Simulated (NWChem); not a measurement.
System: C2H4F2 cation, doublet; SMILES of the neutral closed-shell parent C(F)(F)C

The following NWChem deck was run.

```
start job
memory heap 200 mb stack 900 mb global 1100 mb
charge 1
geometry units angstroms noautosym nocenter noautoz
  C      0.000863     1.565236    -0.165608
  C     -0.000312    -0.217193     0.361484
  F     -1.086668    -0.706371    -0.135916
  F      1.084457    -0.708246    -0.137244
  H     -0.001776     1.411964    -1.246232
  H     -0.926854     1.919323     0.283805
  H      0.931624     1.916635     0.279592
  H      0.000468    -0.040924     1.450144
end
basis spherical
  C library def2-svp
  F library def2-svp
  H library def2-svp
end
dft
  odft
  mult 2
  xc b3lyp
  iterations 150
end
cosmo
  dielec 20.7
end
task dft energy
```

Coordinates come from a B3LYP/6-31G* (spherical d), spin-unrestricted optimisation. The spin multiplicity was typed, not searched, and may not be the lowest. No stability test was run on the SCF state.

Level: B3LYP/def2-SVP with COSMO at NWChem's default radii, gas-phase geometry; the question gives the dielectric constant. Reactions with the solvent are ignored.

Problem. Predict the main results of this run. (B3LYP/def2-SVP, spin-unrestricted, COSMO on the gas-phase geometry.) Quantities: electrostatic solvation energy (kcal/mol).

Solution. 
```yaml
electrostatic solvation energy (kcal/mol): -65.3
```
